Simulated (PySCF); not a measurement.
# Reading the logs of faulty runs: B2FH2O cation

All numbers below are calculated, not measured. The program is PySCF 2.14.0, an open-source quantum chemistry code, run on an isolated molecule that a program drew, which may never have been made. The molecule is B2FH2O cation (charge +1, singlet), drawn as the SMILES string `OB[B+]F`.

Each row is a Hartree-Fock (HF) and frozen-core CCSD(T) single point in the cc-pVDZ basis, meant for a local HF minimum. Run 1 is clean. Each other run has one planted mistake out of seven kinds, and not every kind appears here: one electron removed, one electron added, multiplicity raised by two, geometry at a saddle point, minimal basis STO-3G, one bond length entered in bohr, all coordinates scaled. The reference is restricted for singlets and unrestricted otherwise, and also for a bond in bohr. Adding or removing an electron swaps singlet and doublet. Electrons count all cores. HOMO and LUMO are orbital energies over both spins, the gradient is its largest component, and the lowest frequency (negative if imaginary) is given only where the gradient is small. Bond lengths are over the 5 bonds as drawn. T1 is the CCSD diagnostic: over 0.02 (restricted) or 0.045 (unrestricted) a single reference is doubtful.

Geometry of the clean run:
```xyz
6
B2FH2O cation, angstrom
O    -2.0540    0.8445   -0.5550
B    -2.4880    1.3296    0.5724
B    -2.3866    0.3978    2.1138
F    -2.3582   -0.1602    3.2012
H    -1.6608   -0.0123   -0.6552
H    -2.9822    2.3955    0.7237
```

| run | electrons | basis functions | <S^2> | HOMO (eV) | LUMO (eV) | gradient (hartree/bohr) | lowest frequency (cm^-1) | mean bond (Å) | longest bond (Å) | T1 | HF (hartree) | CCSD(T) (hartree) | mistake |
|---|---|---|---|---|---|---|---|---|---|---|---|---|---|
| 1 | 28 | 66 | 0.000 | -19.22 | -5.34 | 4.4e-05 | 181 | 1.2922 | 1.804 | 0.0194 | -224.62228 | -225.16859 | no fault |
| 2 | 29 | 66 | 0.761 | -6.70 | 2.66 | 1.2e-01 | - | 1.2922 | 1.804 | 0.0182 | -224.84256 | -225.39504 | one electron added |
| 3 | 28 | 66 | 0.000 | -19.21 | -5.54 | 7.1e-02 | - | 1.3710 | 1.914 | 0.0223 | -224.60185 | -225.15814 | all coordinates scaled |
| 4 | 27 | 66 | 0.776 | -27.80 | -15.82 | 5.3e-02 | - | 1.2922 | 1.804 | 0.0675 | -223.96639 | -224.49709 | one electron removed |
| 5 | 28 | 66 | 0.725 | -16.21 | -5.50 | 2.0e-02 | - | 1.5030 | 2.239 | 0.0597 | -224.49737 | -225.04280 | ? |

**Which mistake was planted in run 5, and what did it cost?**

The mean bond changes by a factor of 1.163 and the longest by 1.241, so the molecule wasn't scaled as a whole. A length L in bohr read as angstrom grows by (1/0.5292 - 1) L = 0.890 L. The 5 bonds together grew by 5 x 0.2108 = 1.054 Å, which gives L = 1.185 Å. That is bond B2-H6, 1.185 Å in the clean geometry. So the mistake is: one bond length entered in bohr. Subtracting run 1 and multiplying by 627.51 kcal/mol a hartree, the energy moved by 78.4 kcal/mol in HF and 78.9 kcal/mol in CCSD(T).

Cautions from the logs. Run 3: T1 is over the limit, so its CCSD(T) energy is less reliable; run 4: T1 is over the limit, so its CCSD(T) energy is less reliable; run 5: T1 is over the limit, so its CCSD(T) energy is less reliable.
